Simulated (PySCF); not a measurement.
A mixed set of molecules. The calculation used TDDFT CAM-B3LYP/def2-SVPD, vertical, gas phase, core orbitals frozen in the response (PySCF 2.14.0, density-fitted response routines). Geometries: GFN2-xTB; one conformer of each isolated species. Triplets are in the Tamm–Dancoff approximation. 'Strongest' means the level of largest summed f among the lowest 8 singlets; it needn't be the same kind of state in each.

Question: Rank by computed HOMO–LUMO gap, highest first.
A. `CCCSSC`
B. `COc1cncs1`
C. `C#CCSCC`
D. `C(=NC#CC#C)=S`
E. `C[C@@H]1CCC1=S`
F. `SC1CC(=C)C1`
G. `C1CCC([Si@@H]1[SiH3])=C`
H. `CC#C[SiH2]Cl`

Answer: H (9.87 eV), G (9.25 eV), F (9.10 eV), C (8.95 eV), A (8.72 eV), B (8.33 eV), D (7.11 eV), E (6.74 eV).

```csv
SMILES,gap (eV),f (S1),S1 (eV),f (strongest),LUMO (eV),strongest (eV),S1 mainly
CC#C[SiH2]Cl,9.87,0.000,5.84,0.64,0.59,8.08,H→L (79%)
C=C1CCC[Si@H]1[SiH3],9.25,0.064,6.24,0.16,0.67,6.49,H-1→L (44%)
C=C1CC(S)C1,9.10,0.005,5.50,0.30,0.93,6.83,H→L+1 (52%)
C#CCSCC,8.95,0.003,5.28,0.03,1.09,6.68,H→L (77%)
CCCSSC,8.72,0.009,5.06,0.06,0.65,6.82,H→L (68%)
COc1cncs1,8.33,0.134,5.32,0.13,0.57,5.32,H→L (95%)
C#CC#CN=C=S,7.11,0.000,3.54,2.96,-1.06,6.07,H→L (74%)
C[C@@H]1CCC1=S,6.74,0.000,2.52,0.22,-0.91,5.60,H→L (98%)
```

H and L stand for HOMO and LUMO.

- `CC#C[SiH2]Cl`: Löwdin shares by element: HOMO carbon 81%, silicon 7%; LUMO carbon 32% or more, silicon 28%, chlorine 20% (atoms not listed hold the other 21%).
- `C=C1CCC[Si@H]1[SiH3]`: Löwdin shares by element: HOMO carbon 70% or more, silicon 7% or more (atoms not listed hold the other 23%); LUMO carbon 45% or more, silicon 22% (atoms not listed hold the other 33%).
- `C=C1CC(S)C1`: Löwdin shares by element: HOMO sulfur 73%, carbon 14% or more, hydrogen 6% or more; LUMO carbon 47% or more, sulfur 11% (atoms not listed hold the other 42%).
- `C#CCSCC`: Löwdin shares by element: HOMO sulfur 71%, carbon 16% or more; LUMO sulfur 46%, carbon 36% or more (atoms not listed hold the other 19%).
- `CCCSSC`: Löwdin shares by element: HOMO sulfur 78%, carbon 14% or more; LUMO sulfur 85%.
- `COc1cncs1`: Löwdin shares by element: HOMO carbon 61% or more, oxygen 19% (atoms not listed hold the other 20%); LUMO carbon 40% or more, sulfur 24%, nitrogen 18% (atoms not listed hold the other 18%).
- `C#CC#CN=C=S`: Löwdin shares by element: HOMO carbon 47% or more, sulfur 22% (atoms not listed hold the other 31%); LUMO carbon 34% or more, sulfur 22%, nitrogen 13% (atoms not listed hold the other 31%).
- `C[C@@H]1CCC1=S`: S1 has the pattern of n→π* at C=S.
